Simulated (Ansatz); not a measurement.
Relaxation of CH₇AlSSi (11 atoms, charge 0, multiplicity 1), to a largest force component of 0.02 eV/Å in at most 50 steps.

These are results of Ansatz 0.2.0, UKS PBE-D4/def2-SVP, not measurements.

```xyz
11
Properties=species:S:1:pos:R:3
C -1.856 0.798 0.444
Al -0.771 -0.778 0.645
S 1.340 -0.557 1.347
Si 2.171 -0.241 -0.640
H -2.903 0.539 0.038
H -2.013 1.367 1.411
H -1.399 1.536 -0.288
H 1.367 -1.047 2.637
H 1.463 0.956 -1.177
H 3.555 -0.049 -0.577
H 1.782 -1.430 -1.441
```

Where does it end, and by what steps?

It converged. After 21 steps the energy has fallen by 2.241 eV; H8 moved furthest, 1.65 Å. Parted: Al2–S3.

```csv
step,energy less start (eV),largest force component (eV/Å),accepted
0,0.0000,2.075,yes
1,-0.6284,0.702,yes
2,-0.8962,0.787,yes
3,-1.1601,1.203,yes
4,-1.4668,1.209,yes
5,-1.7280,1.053,yes
6,-1.9206,1.052,yes
7,-2.0536,0.720,yes
8,-2.1067,0.451,yes
9,-2.1482,0.251,yes
10,-2.1774,0.170,yes
11,-2.1961,0.274,yes
12,-2.2056,0.326,yes
13,-2.2180,0.210,yes
14,-2.2226,0.291,yes
15,-2.2307,0.105,yes
16,-2.2362,0.090,yes
17,-2.2398,0.027,yes
18,-2.2407,0.061,yes
19,-2.2411,0.038,yes
20,-2.2413,0.023,yes
21,-2.2414,0.010,yes
```

```xyz
11
Properties=species:S:1:pos:R:3
C -1.903 0.817 0.608
Al -1.269 -0.733 -0.530
S 1.050 -0.902 1.264
Si 2.247 -0.516 -0.526
H -2.874 1.218 0.241
H -2.049 0.537 1.677
H -1.179 1.665 0.593
H 1.178 0.356 1.787
H 1.568 0.479 -1.427
H 3.583 0.017 -0.088
H 2.383 -1.844 -1.200
```

Whether the end is a true minimum wasn't checked by a vibrational analysis.

The run took 60 s on 2 threads of Intel(R) Xeon(R) 6975P-C (Granite Rapids), with other jobs on the host, peak memory 0.26 GiB.
